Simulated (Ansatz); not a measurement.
Isolated molecules relaxed with PBE0-D4/def2-TZVP in Ansatz; ΔE leaves out vibrations. CBS: MP2 limit from def2 TZ/QZ plus the TZ coupled-cluster correction, frozen cores. This one scheme is used for every species. Functionals use def2-TZVPP. HSE06 is defined as in plane-wave codes. One conformer a species, not always the lowest.

`C=[C](S)[AlH][OH]` + `N[SiH3]` → `[OH][AlH][NH][SiH3]` + `C=CS`  (ligand exchange at the Al–C bond)

(1) Is it downhill or uphill in electronic energy at CCSD(T)/CBS, and by how much? (Best estimate.)

(2) What do these levels give: PBE-D4, revPBE-D4, r2SCAN0-D4, HSE06-D4, BHLYP-D4, CAM-B3LYP-D4, PBE-QIDH, RPA@PBE/def2-TZVPP, CCSD/def2-SVP, CCSD(T)/def2-TZVPP, SCS-MP2/def2-QZVPP, CCSD/CBS(def2)? (An estimate is asked.)

Largest T1 diagnostic among the species: 0.013.

Answers

(1) The calculation gave: Downhill: ΔE = -20.7 kcal/mol.

(2) Computed: PBE-D4 -18.7, revPBE-D4 -18.6, r2SCAN0-D4 -20.8, HSE06-D4 -19.4, BHLYP-D4 -21.4, CAM-B3LYP-D4 -21.3, PBE-QIDH -20.4, RPA@PBE/def2-TZVPP -20.6, CCSD/def2-SVP -22.8, CCSD(T)/def2-TZVPP -21.0, SCS-MP2/def2-QZVPP -21.3, CCSD/CBS(def2) -21.2 kcal/mol.

At CCSD(T), def2-SVP lies −1.7 kcal/mol from the extrapolated value and def2-TZVPP −0.3 kcal/mol. In def2-TZVPP, CCSD(T) changes the Hartree–Fock value by +1.9 kcal/mol (the triples alone add +0.5 kcal/mol) and MP2 by +1.9 kcal/mol. From BLYP to BHLYP (50 % exact exchange), in def2-TZVPP and without D4, ΔE moves by −1.3 kcal/mol.
